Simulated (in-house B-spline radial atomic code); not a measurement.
# Binding energies in La VI (La5+)

NIST's tabulated ground configuration is [Kr] 4d10 5s2 5p4; each binding energy is the energy of the ion with one electron taken from that subshell, relaxed, less that of the parent. Method: Dirac-Hartree-Fock, average of configuration, Fermi nucleus of rms radius 4.855 fm. Calculated with a radial B-spline atomic code at the basis-set limit. Energies include first-order Breit, QED and recoil terms.

```json
{"subshell": "1s", "X-ray name": "K", "binding energy (eV)": "38993.8", "-ε (eV)": "39208.5", "relaxation (eV)": "67.3"}
{"subshell": "2s", "X-ray name": "L1", "binding energy (eV)": "6342.3", "-ε (eV)": "6393.4", "relaxation (eV)": "34.9"}
{"subshell": "3s", "X-ray name": "M1", "binding energy (eV)": "1438.4", "-ε (eV)": "1455.4", "relaxation (eV)": "14.2"}
{"subshell": "3d3/2", "X-ray name": "M4", "binding energy (eV)": "919.9", "-ε (eV)": "936.6", "relaxation (eV)": "16.0"}
{"subshell": "3d5/2", "X-ray name": "M5", "binding energy (eV)": "903.1", "-ε (eV)": "919.2", "relaxation (eV)": "15.7"}
{"subshell": "4s", "X-ray name": "N1", "binding energy (eV)": "350.6", "-ε (eV)": "355.4", "relaxation (eV)": "4.2"}
{"subshell": "4d3/2", "X-ray name": "N4", "binding energy (eV)": "170.3", "-ε (eV)": "173.8", "relaxation (eV)": "3.5"}
{"subshell": "4d5/2", "X-ray name": "N5", "binding energy (eV)": "167.3", "-ε (eV)": "170.7", "relaxation (eV)": "3.4"}
{"subshell": "5s", "X-ray name": "O1", "binding energy (eV)": "95.49", "-ε (eV)": "96.09", "relaxation (eV)": "0.50"}
{"subshell": "5p", "X-ray name": "O2,3", "binding energy (eV)": "75.33", "-ε (eV)": "75.78", "relaxation (eV)": "0.41"}
```

Relaxation = -ε minus the binding energy without Breit, QED and recoil terms.

Question: What does it cost to remove two 4s electrons?

Answer: 730.62 eV, which is 29.34 eV more than the two single binding energies together.

Question: What does it cost to remove both a 3s and a 4d3/2 electron?

Answer: 1638.6 eV, which is 29.99 eV more than the two single binding energies together.

Question: What does it cost to remove both a 3d3/2 and a 5s electron?

Answer: 1033.7 eV, which is 18.38 eV more than the two single binding energies together.
